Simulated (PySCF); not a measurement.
**Running PySCF for RbF**

File input.py (PySCF 2.14):

```python
from pyscf import gto, dft, tdscf

mol = gto.M(
    atom='Rb 0 0 0; F 0 0 2.488',
    basis='jorge-dzp-dkh',
    charge=0,
    spin=0,
    verbose=4,
)
mf = dft.RKS(mol, xc='bhandhlyp')
mf = mf.sfx2c1e()
mf.kernel()
td = tdscf.TDA(mf)
td.nstates = 8
td.kernel()
td.analyze()
mf.dip_moment()
print('orbital energies (hartree):', mf.mo_energy[..., max(0, mol.nelec[1]-3):mol.nelec[0]+3].round(4))
```

```bash
$ python input.py
```

It prints:

```
PySCF version 2.14.0

[INPUT] verbose = 4
[INPUT] num. atoms = 2
[INPUT] num. electrons = 46
[INPUT] charge = 0
[INPUT] spin (= nelec alpha-beta = 2S) = 0
[INPUT] symmetry False subgroup None
[INPUT] Mole.unit = angstrom
[INPUT] Symbol           X                Y                Z      unit          X                Y                Z       unit  Magmom
[INPUT]  1 Rb     0.000000000000   0.000000000000   0.000000000000 AA    0.000000000000   0.000000000000   0.000000000000 Bohr   0.0
[INPUT]  2 F      0.000000000000   0.000000000000   2.488000000000 AA    0.000000000000   0.000000000000   4.701638597918 Bohr   0.0

nuclear repulsion = 70.8263710757074
number of shells = 23
number of NR pGTOs = 123
number of NR cGTOs = 51
basis = jorge-dzp-dkh
ecp = {}

******** <class 'pyscf.x2c.sfx2c1e.sfX2C1eRKS'> ********
method = sfX2C1eRKS
initial guess = minao
damping factor = 0
level_shift factor = 0
DIIS = <class 'pyscf.scf.diis.CDIIS'>
diis_start_cycle = 1
diis_space = 8
diis_damp = 0
SCF conv_tol = 1e-09
SCF conv_tol_grad = None
SCF max_cycles = 50
direct_scf = True
direct_scf_tol = 1e-13
XC library pyscf.dft.libxc version 7.0.0
    S. Lehtola, C. Steigemann, M. J.T. Oliveira, and M. A.L. Marques.,  SoftwareX 7, 1–5 (2018)
XC functionals = bhandhlyp
    A. D. Becke.,  J. Chem. Phys. 98, 1372 (1993)
    Defined through Gaussian implementation.
radial grids:
    Treutler-Ahlrichs [JCP 102, 346 (1995); DOI:10.1063/1.469408] (M4) radial grids

becke partition: Becke, JCP 88, 2547 (1988); DOI:10.1063/1.454033
pruning grids: <function nwchem_prune>
grids dens level: 3
symmetrized grids: False
atomic radii adjust function: <function treutler_atomic_radii_adjust>
small_rho_cutoff = 0

******** <class 'pyscf.x2c.sfx2c1e.SpinFreeX2CHelper'> ********
approx = 1e
xuncontract = 1
Set gradient conv threshold to 3.16228e-05
Initial guess from minao.
tot grids = 36176
init E= -3080.34406680724
  HOMO = -0.565251048778305  LUMO = -0.0728802027771733  gap/eV = 13.39809
cycle= 1 E= -3080.57295912371  delta_E= -0.229  |g|= 0.802  |ddm|= 1.13
  HOMO = -0.0228772990814744  LUMO = -0.0184408922296271  gap/eV = 0.12072
cycle= 2 E= -3078.45301420996  delta_E= 2.12  |g|= 3.05  |ddm|=  2.7
  HOMO = -0.278781197197377  LUMO = -0.0416641653773022  gap/eV = 6.45228
cycle= 3 E= -3080.69622418074  delta_E= -2.24  |g|= 0.071  |ddm|= 2.42
  HOMO = -0.23970148894379  LUMO = -0.0387004219904137  gap/eV = 5.46952
cycle= 4 E= -3080.69782348394  delta_E= -0.0016  |g|= 0.0202  |ddm|= 0.199
  HOMO = -0.245771545822062  LUMO = -0.0369021895483135  gap/eV = 5.68362
cycle= 5 E= -3080.69792732069  delta_E= -0.000104  |g|= 0.00644  |ddm|= 0.0289
  HOMO = -0.247560185346741  LUMO = -0.0369467192452484  gap/eV = 5.73108
cycle= 6 E= -3080.69793521729  delta_E= -7.9e-06  |g|= 0.0007  |ddm|= 0.00693
  HOMO = -0.247887873372322  LUMO = -0.0369256594208729  gap/eV = 5.74057
cycle= 7 E= -3080.69793535983  delta_E= -1.43e-07  |g|= 5.98e-05  |ddm|= 0.00137
  HOMO = -0.247897322430897  LUMO = -0.0369211772183617  gap/eV = 5.74095
cycle= 8 E= -3080.69793536501  delta_E= -5.18e-09  |g|= 1.64e-05  |ddm|= 0.000266
  HOMO = -0.247898321678803  LUMO = -0.0369198795085637  gap/eV = 5.74102
cycle= 9 E= -3080.69793536544  delta_E= -4.26e-10  |g|= 1.95e-06  |ddm|= 9.21e-05
  HOMO = -0.247899247575275  LUMO = -0.0369197647682489  gap/eV = 5.74104
Extra cycle  E= -3080.69793536544  delta_E= -5.46e-12  |g|= 8.78e-07  |ddm|= 9.52e-06
converged SCF energy = -3080.69793536544

******** <class 'pyscf.tdscf.rks.TDA'> for <class 'pyscf.x2c.sfx2c1e.sfX2C1eRKS'> ********
nstates = 8 singlet
deg_eia_thresh = 1.000e-03
wfnsym = None
conv_tol = 1e-05
eigh lindep = 1e-12
eigh level_shift = 0
eigh max_cycle = 100

Excitation energies (eV)
[3.92959473 3.92959473 4.13647273 5.33841852 5.33867179 5.3637435
 5.42527937 5.42527937]

** Singlet excitation energies and oscillator strengths **
Excited State   1:      3.92959 eV    315.51 nm  f=0.0142
      23 -> 24        0.68554
      23 -> 27        0.12803
      23 -> 31        0.11113
Excited State   2:      3.92959 eV    315.51 nm  f=0.0142
      22 -> 24       -0.68554
      22 -> 27       -0.12803
      22 -> 31       -0.11113
Excited State   3:      4.13647 eV    299.73 nm  f=0.0462
      21 -> 24        0.67929
      21 -> 27        0.12934
Excited State   4:      5.33842 eV    232.25 nm  f=0.0000
      22 -> 26       -0.46403
      22 -> 28       -0.15164
      23 -> 25       -0.46403
      23 -> 29       -0.15164
Excited State   5:      5.33867 eV    232.24 nm  f=0.0000
      22 -> 25       -0.46398
      22 -> 29       -0.15178
      23 -> 26        0.46398
      23 -> 28        0.15178
Excited State   6:      5.36374 eV    231.15 nm  f=0.0000
      22 -> 25       -0.29690
      22 -> 26        0.36598
      22 -> 28        0.14919
      23 -> 25       -0.36598
      23 -> 26       -0.29690
      23 -> 29       -0.14919
Excited State   7:      5.42528 eV    228.53 nm  f=0.0004
      21 -> 25       -0.66073
      21 -> 29       -0.21726
Excited State   8:      5.42528 eV    228.53 nm  f=0.0004
      21 -> 26        0.66073
      21 -> 28        0.21726

** Transition electric dipole moments (AU) **
state          X           Y           Z        Dip. S.      Osc.
  1         0.3481     -0.1637     -0.0000      0.1480      0.0142
  2        -0.1637     -0.3481     -0.0000      0.1480      0.0142
  3         0.0000     -0.0000      0.6755      0.4562      0.0462
  4        -0.0000     -0.0000     -0.0000      0.0000      0.0000
  5         0.0000     -0.0000      0.0000      0.0000      0.0000
  6        -0.0000      0.0000     -0.0000      0.0000      0.0000
  7        -0.0216      0.0522      0.0000      0.0032      0.0004
  8        -0.0522     -0.0216      0.0000      0.0032      0.0004

** Transition velocity dipole moments (imaginary part, AU) **
state          X           Y           Z        Dip. S.      Osc.
  1         0.0273     -0.0128     -0.0000      0.0009      0.0042
  2        -0.0128     -0.0273      0.0000      0.0009      0.0042
  3         0.0000     -0.0000      0.0962      0.0093      0.0406
  4        -0.0000     -0.0000      0.0000      0.0000      0.0000
  5         0.0000     -0.0000     -0.0000      0.0000      0.0000
  6        -0.0000      0.0000     -0.0000      0.0000      0.0000
  7        -0.0084      0.0204     -0.0000      0.0005      0.0016
  8        -0.0204     -0.0084      0.0000      0.0005      0.0016

** Transition magnetic dipole moments (imaginary part, AU) **
state          X           Y           Z
  1        -0.1006     -0.2140     -0.0000
  2        -0.2140      0.1006     -0.0000
  3        -0.0000     -0.0000     -0.0000
  4        -0.0000      0.0000      0.0000
  5        -0.0000     -0.0000     -0.0000
  6         0.0000      0.0000     -0.0000
  7         0.0649      0.0269      0.0000
  8        -0.0269      0.0649      0.0000
Dipole moment(X, Y, Z, Debye): -0.00000,  0.00000, -10.02884
orbital energies (hartree): [-0.2508 -0.2479 -0.2479 -0.0369  0.0083  0.0083]
```

In short: E(SCF) = -3080.697935 Eh, 9 cycles, μz(SCF) = -10.03 D, first singlet excitations without spin–orbit coupling 3.93, 3.93, 4.14, 5.34, 5.34 eV.

Wall time 8.4 s on one thread of a shared host.

Stability towards an unrestricted solution was not tested. The bond length is a typed value, not an optimised one.
